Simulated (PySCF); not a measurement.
# Broadened absorption spectrum of C2H8F3NSi2

C2H8F3NSi2.
SMILES: `C[Si@@H](N[SiH3])C(F)(F)F`

Method: TDDFT PBE0/def2-SVPD, vertical, gas phase, core orbitals frozen in the response (PySCF). One conformer (not necessarily the lowest) at the GFN2-xTB geometry, without solvent, vibrations or thermal averaging. Torsions of this conformer, `[CH3:1][Si@@H:2]([NH:3][SiH3:4])[C:5]([F:6])([F:7])[F:8]`: C1–Si2–N3–Si4 -62°, C1–Si2–C5–F6 -46°.

Broadening: Gaussians 0.4 eV wide at half height, area fixed by f = 4.319×10⁻⁹ ∫ε dν̃. The width is an assumption, not a result. The curve ends short of the highest state used, and states not computed would add to its high-energy end.

| E (eV) | ε (L mol⁻¹ cm⁻¹) |
| --- | --- |
| 5.52 | 1 |
| 5.58 | 2 |
| 5.64 | 7 |
| 5.71 | 21 |
| 5.77 | 46 |
| 5.83 | 88 |
| 5.89 | 151 |
| 5.96 | 242 |
| 6.02 | 317 |
| 6.08 | 366 |
| 6.14 | 373 |
| 6.21 | 325 |
| 6.27 | 253 |
| 6.33 | 175 |
| 6.39 | 109 |
| 6.45 | 68 |
| 6.52 | 60 |
| 6.58 | 92 |
| 6.64 | 165 |
| 6.70 | 283 |
| 6.77 | 461 |
| 6.83 | 615 |
| 6.89 | 730 |
| 6.95 | 777 |
| 7.02 | 757 |
| 7.08 | 727 |
| 7.14 | 761 |
| 7.20 | 932 |
| 7.27 | 1358 |
| 7.33 | 1903 |

Question: Where are the band maxima, and which computed states make them?

Answer: 203 nm (6.12 eV), ε about 380, made up of S1 (100%); 178 nm (6.96 eV), ε about 780, made up of S2 (94%) (ε in L mol⁻¹ cm⁻¹; maxima over ε = 5, shares over 10%). At its high-energy end, 7.33 eV, the curve is still rising (ε about 1900, from S3, S4 and S5). The states used: S1 6.12 eV (f 0.0056); S2 6.94 eV (f 0.011); S3 7.32 eV (f 0.0046); S4 7.52 eV (f 0.037); S5 7.63 eV (f 0.015); S6 7.93 eV (f 0.0037).

Question: On this curve, what absorbance would a 10⁻⁵ mol/L sample give at 193 nm over a 1 cm path?

Answer: 193 nm is 6.424 eV, where ε is about 83 L mol⁻¹ cm⁻¹, so A = ε c l ≈ 0.00083 (Beer–Lambert, with the gas-phase spectrum and the assumed width).

Question: Coming from long wavelengths, where does ε first pass 100 L mol⁻¹ cm⁻¹?

Answer: At about 212 nm (5.84 eV), 0.28 eV below S1.

Question: What would ε be at 6.96 eV, the highest of these maxima, with half the width (0.2 eV)?

Answer: About 1430 L mol⁻¹ cm⁻¹ against 779, a factor of about 1.8; a lone state at its own centre would give exactly 2.

The run took 38 s wall on Arm Neoverse V2, one thread, shared host with 192 logical CPUs at a one-minute load of 44, and the process peaked at 0.93 GiB of memory.
